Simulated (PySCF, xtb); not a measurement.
Si(I)(Me)(OH)2 (CH5IO2Si), SMILES C[Si](O)(O)I. The values are those of a single conformer.

Harmonic wavenumbers (cm⁻¹) from xtb with GFN2-xTB at its own minimum, in rising order: 91, 135, 159, 196, 210, 238, 283, 308, 393, 737, 774, 798, 826, 838, 921, 975, 1385, 1475, 1480, 3040, 3048, 3061, 3660, 3689.

Task: What does PBE-D3(BJ)/def2-SVP run with PySCF give at its own minimum? (Estimate from the structure and the level; the computed values follow.)

Result: 57, 131, 165, 170, 205, 235, 270, 329, 374, 681, 733, 750, 805, 814, 892, 938, 1221, 1371, 1376, 2986, 3089, 3102, 3758, 3764. Paired by order, the mean absolute difference is 45 cm⁻¹ and the zero-point energies are 41.1 and 40.3 kcal/mol.
